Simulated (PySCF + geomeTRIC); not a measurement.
Calculation: TPSS-D3(BJ)/def2-SVP run with PySCF + geomeTRIC. fastk is a local helper that only speeds up exchange builds. No frequencies were computed at this level.

```python
import json, numpy as np
from pyscf import gto, dft
from fastk import lowrank_exchange
atoms = """
Zn    -0.013885     0.722048    -0.015864
N     -1.284691     0.053362    -1.236998
C     -1.025981     0.187274    -2.655561
C     -2.693806     0.247470    -0.965562
H     -1.572571    -0.602513    -3.181119
H     -1.355344     1.152804    -3.062781
H      0.037367     0.058090    -2.857371
H     -3.071168     1.214117    -1.325676
H     -3.254462    -0.542734    -1.475544
H     -2.884951     0.165168     0.104239
Br     1.422440    -0.385383     1.382520
"""
def scf(charge, spin, dm0=None):
    mol = gto.M(atom=atoms, basis='def2-svp', ecp={}, charge=charge, spin=spin, verbose=3, max_memory=3360)
    mf = dft.KS(mol, xc='tpss').density_fit(auxbasis="def2-universal-jkfit")
    mf.disp = 'd3bj'
    mf.grids.level = 3
    mf.conv_tol = 1e-8
    mf.max_cycle = 120
    mf.level_shift = 0.25
    mf.kernel(dm0)
    if not mf.converged:
        mf = mf.newton().run(mf.mo_coeff, mf.mo_occ).undo_soscf()
    return mf
mf = scf(0, 0)
from pyscf.geomopt.geometric_solver import kernel as optimize
path = []
done, mol = optimize(mf, maxsteps=120, assert_convergence=False, callback=lambda env: path.append((env["energy"], bool(env["g_scanner"].converged))))
res = dict(converged=bool(done and path[-1][1]), energy=path[-1][0], path=[e for e, c in path], xyz=mol.atom_coords(unit="Angstrom").tolist(), nao=mol.nao)
json.dump(res, open("result.json", "w"))
```

Output:

```
converged SCF energy = -4487.44859250637
Geometry optimization cycle 1
converged SCF energy = -4487.44859250345
cycle 1: E = -4487.4485925  dE = -4487.45  norm(grad) = 0.0396412
Geometry optimization cycle 2
converged SCF energy = -4487.45493618179
cycle 2: E = -4487.45493618  dE = -0.00634368  norm(grad) = 0.0226792
Geometry optimization cycle 3
converged SCF energy = -4487.46208497971
cycle 3: E = -4487.46208498  dE = -0.0071488  norm(grad) = 0.0243648
Geometry optimization cycle 4
converged SCF energy = -4487.46415359653
cycle 4: E = -4487.4641536  dE = -0.00206862  norm(grad) = 0.0147939
Geometry optimization cycle 5
converged SCF energy = -4487.46457965613
cycle 5: E = -4487.46457966  dE = -0.00042606  norm(grad) = 0.00319324
Geometry optimization cycle 6
converged SCF energy = -4487.46460505261
cycle 6: E = -4487.46460505  dE = -2.53965e-05  norm(grad) = 0.00109986
Geometry optimization cycle 7
converged SCF energy = -4487.46461722471
cycle 7: E = -4487.46461722  dE = -1.21721e-05  norm(grad) = 0.00116375
Geometry optimization cycle 8
converged SCF energy = -4487.46464395352
cycle 8: E = -4487.46464395  dE = -2.67288e-05  norm(grad) = 0.00247759
Geometry optimization cycle 9
converged SCF energy = -4487.46466348233
cycle 9: E = -4487.46466348  dE = -1.95288e-05  norm(grad) = 0.00253078
Geometry optimization cycle 10
converged SCF energy = -4487.46467620145
cycle 10: E = -4487.4646762  dE = -1.27191e-05  norm(grad) = 0.00132544
Geometry optimization cycle 11
converged SCF energy = -4487.46467850617
cycle 11: E = -4487.46467851  dE = -2.30472e-06  norm(grad) = 0.000264559
Geometry optimization cycle 12
converged SCF energy = -4487.46467855136
cycle 12: E = -4487.46467855  dE = -4.51937e-08  norm(grad) = 0.00049094
Geometry optimization cycle 13
converged SCF energy = -4487.46467909676
cycle 13: E = -4487.4646791  dE = -5.45402e-07  norm(grad) = 0.00115066
Geometry optimization cycle 14
converged SCF energy = -4487.46468083885
cycle 14: E = -4487.46468084  dE = -1.74208e-06  norm(grad) = 0.00114282
Geometry optimization cycle 15
converged SCF energy = -4487.46468208466
cycle 15: E = -4487.46468208  dE = -1.24582e-06  norm(grad) = 0.000603233
Geometry optimization cycle 16
converged SCF energy = -4487.46468328675
cycle 16: E = -4487.46468329  dE = -1.20209e-06  norm(grad) = 0.000283536
Geometry optimization cycle 17
converged SCF energy = -4487.46468491984
cycle 17: E = -4487.46468492  dE = -1.63309e-06  norm(grad) = 0.000348291
Geometry optimization cycle 18
converged SCF energy = -4487.46468799051
cycle 18: E = -4487.46468799  dE = -3.07067e-06  norm(grad) = 0.000462046
Geometry optimization cycle 19
converged SCF energy = -4487.46469290291
cycle 19: E = -4487.4646929  dE = -4.9124e-06  norm(grad) = 0.000454687
Geometry optimization cycle 20
converged SCF energy = -4487.46469935305
cycle 20: E = -4487.46469935  dE = -6.45014e-06  norm(grad) = 0.000284536
Geometry optimization cycle 21
converged SCF energy = -4487.46470458112
cycle 21: E = -4487.46470458  dE = -5.22807e-06  norm(grad) = 0.00030902
Geometry optimization cycle 22
converged SCF energy = -4487.46470439352
cycle 22: E = -4487.46470439  dE = 1.87604e-07  norm(grad) = 0.000178018
Geometry optimization cycle 23
converged SCF energy = -4487.46470462154
cycle 23: E = -4487.46470462  dE = -2.28026e-07  norm(grad) = 0.000140072
<class 'geometric.internal.Distance'> : 10
<class 'geometric.internal.Angle'> : 16
<class 'geometric.internal.Dihedral'> : 14
<class 'geometric.internal.TranslationX'> : 1
<class 'geometric.internal.TranslationY'> : 1
<class 'geometric.internal.TranslationZ'> : 1
<class 'geometric.internal.RotationA'> : 1
<class 'geometric.internal.RotationB'> : 1
<class 'geometric.internal.RotationC'> : 1
Step    0 : Gradient = 1.195e-02/2.130e-02 (rms/max) Energy = -4487.4485925035
Step    1 : Displace = 6.848e-02/1.267e-01 (rms/max) Trust = 1.000e-01 (=) Grad = 6.838e-03/1.731e-02 (rms/max) E (change) = -4487.4549361818 (-6.344e-03) Quality = 1.502
Step    2 : Displace = 1.450e-01/2.915e-01 (rms/max) Trust = 1.414e-01 (+) Grad = 7.346e-03/1.281e-02 (rms/max) E (change) = -4487.4620849797 (-7.149e-03) Quality = 1.278
Step    3 : Displace = 8.228e-02/1.635e-01 (rms/max) Trust = 2.000e-01 (+) Grad = 4.461e-03/6.355e-03 (rms/max) E (change) = -4487.4641535965 (-2.069e-03) Quality = 1.232
Step    4 : Displace = 2.164e-02/4.125e-02 (rms/max) Trust = 2.828e-01 (+) Grad = 9.628e-04/1.297e-03 (rms/max) E (change) = -4487.4645796561 (-4.261e-04) Quality = 1.145
Step    5 : Displace = 4.527e-03/8.278e-03 (rms/max) Trust = 3.000e-01 (+) Grad = 3.316e-04/9.159e-04 (rms/max) E (change) = -4487.4646050526 (-2.540e-05) Quality = 1.259
Step    6 : Displace = 5.447e-03/7.147e-03 (rms/max) Trust = 3.000e-01 (=) Grad = 3.509e-04/5.792e-04 (rms/max) E (change) = -4487.4646172247 (-1.217e-05) Quality = 1.635
Step    7 : Displace = 1.885e-02/2.647e-02 (rms/max) Trust = 3.000e-01 (=) Grad = 7.470e-04/1.281e-03 (rms/max) E (change) = -4487.4646439535 (-2.673e-05) Quality = 1.363
Step    8 : Displace = 1.968e-02/2.811e-02 (rms/max) Trust = 3.000e-01 (=) Grad = 7.631e-04/1.354e-03 (rms/max) E (change) = -4487.4646634823 (-1.953e-05) Quality = 1.367
Step    9 : Displace = 1.900e-02/2.650e-02 (rms/max) Trust = 3.000e-01 (=) Grad = 3.996e-04/7.697e-04 (rms/max) E (change) = -4487.4646762014 (-1.272e-05) Quality = 1.109
Step   10 : Displace = 8.214e-03/1.059e-02 (rms/max) Trust = 3.000e-01 (=) Grad = 7.977e-05/1.910e-04 (rms/max) E (change) = -4487.4646785062 (-2.305e-06) Quality = 0.636
Step   11 : Displace = 3.354e-03/4.221e-03 (rms/max) Trust = 3.000e-01 (=) Grad = 1.480e-04/2.546e-04 (rms/max) E (change) = -4487.4646785514 (-4.519e-08) Quality = 0.029
Step   12 : Displace = 1.767e-03/2.404e-03 (rms/max) Trust = 1.677e-03 (-) Grad = 3.469e-04/6.814e-04 (rms/max) E (change) = -4487.4646790968 (-5.454e-07) Quality = 0.164
Step   13 : Displace = 8.055e-04/1.398e-03 (rms/max) Trust = 8.386e-04 (-) Grad = 3.431e-04/7.314e-04 (rms/max) E (change) = -4487.4646808388 (-1.742e-06) Quality = 0.475
Step   14 : Displace = 8.185e-04/1.121e-03 (rms/max) Trust = 8.386e-04 (=) Grad = 1.790e-04/4.082e-04 (rms/max) E (change) = -4487.4646820847 (-1.246e-06) Quality = 0.954
Step   15 : Displace = 1.164e-03/1.666e-03 (rms/max) Trust = 1.186e-03 (+) Grad = 7.871e-05/1.944e-04 (rms/max) E (change) = -4487.4646832867 (-1.202e-06) Quality = 0.920
Step   16 : Displace = 1.772e-03/2.588e-03 (rms/max) Trust = 1.677e-03 (+) Grad = 9.910e-05/2.023e-04 (rms/max) E (change) = -4487.4646849198 (-1.633e-06) Quality = 0.944
Step   17 : Displace = 2.505e-03/3.585e-03 (rms/max) Trust = 2.372e-03 (+) Grad = 1.347e-04/2.805e-04 (rms/max) E (change) = -4487.4646879905 (-3.071e-06) Quality = 0.936
Step   18 : Displace = 3.417e-03/4.730e-03 (rms/max) Trust = 3.354e-03 (+) Grad = 1.331e-04/3.053e-04 (rms/max) E (change) = -4487.4646929029 (-4.912e-06) Quality = 0.944
Step   19 : Displace = 4.491e-03/6.109e-03 (rms/max) Trust = 4.744e-03 (+) Grad = 8.288e-05/2.187e-04 (rms/max) E (change) = -4487.4646993530 (-6.450e-06) Quality = 0.950
Step   20 : Displace = 6.988e-03/9.878e-03 (rms/max) Trust = 6.709e-03 (+) Grad = 9.334e-05/2.239e-04 (rms/max) E (change) = -4487.4647045811 (-5.228e-06) Quality = 1.184
Step   21 : Displace = 1.348e-03/2.008e-03 (rms/max) Trust = 9.487e-03 (+) Grad = 5.410e-05/1.284e-04 (rms/max) E (change) = -4487.4647043935 (+1.876e-07) Quality = -0.375
Step   22 : Displace = 5.497e-04/8.209e-04 (rms/max) Trust = 6.742e-04 (-) Grad = 4.259e-05/9.639e-05 (rms/max) E (change) = -4487.4647046215 (-2.280e-07) Quality = 3.871
Converged! =D
```

Cost: very roughly 12 core-minutes.
